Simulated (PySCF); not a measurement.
Isomers of C7H9ClNP. Method used: PySCF 2.14.0, PBE0-D3(BJ)/def2-SVP geometry optimisation, gas phase. One conformer each; no zero-point energy, no entropy. No frequencies were run at this level. Point groups hold within 0.08 Å.

Problem. Order them by energy at this level, lowest first, and give relative energies in kcal/mol.
A. `CN(C)c1ccpc(Cl)c1`
B. `[CH3:1][CH:2]([CH3:3])[c:4]1[cH:5][n:6][c:7]([Cl:8])[cH:9][p:10]1` with C1–C2–C4–C5 61°
C. `CN(C)C1=PC=C(Cl)C=C1`

Solution. B (0.0), C (4.3), A (5.6).

Neighbours under 2.5 kcal/mol apart (CN(C)c1ccc(Cl)cp1 and CN(C)c1ccpc(Cl)c1) can change places with a better method, another conformer or zero-point energy.

| SMILES | E (Eh) | E rel (kcal/mol) | dipole (D) | point group | A, B, C (MHz) |
| --- | --- | --- | --- | --- | --- |
| CC(C)c1cnc(Cl)cp1 | -1127.32602 | 0.0 | 2.74 | near Cs | 2254, 523.2, 467.6 |
| CN(C)c1ccc(Cl)cp1 | -1127.31909 | 4.3 | 4.14 | near Cs | 2488, 527.5, 437.7 |
| CN(C)c1ccpc(Cl)c1 | -1127.31718 | 5.6 | 5.44 | Cs | 1614, 658.1, 470.3 |

Problem. How do the relative energies change in single points at PBE0/pcSseg-1 (no added dispersion term) on the same geometries?

Solution. 
```tsv
SMILES	PBE0-D3(BJ)/def2-SVP (kcal/mol)	PBE0/pcSseg-1 (kcal/mol)	shift
CC(C)c1cnc(Cl)cp1	0.0	0.0	0.0
CN(C)c1ccc(Cl)cp1	4.3	5.8	+1.5
CN(C)c1ccpc(Cl)c1	5.6	6.9	+1.3
```

Each column counts from its own lowest isomer. The order is unchanged; the largest shift is 1.5 kcal/mol.

Problem. As an exercise, what shares would exp(−E/RT) give at 1000 K from these electronic energies alone (no entropy, no degeneracies)?

Solution. RT = 1.987 kcal/mol: CC(C)c1cnc(Cl)cp1 85.2 %, CN(C)c1ccc(Cl)cp1 9.6 %, CN(C)c1ccpc(Cl)c1 5.2 %.
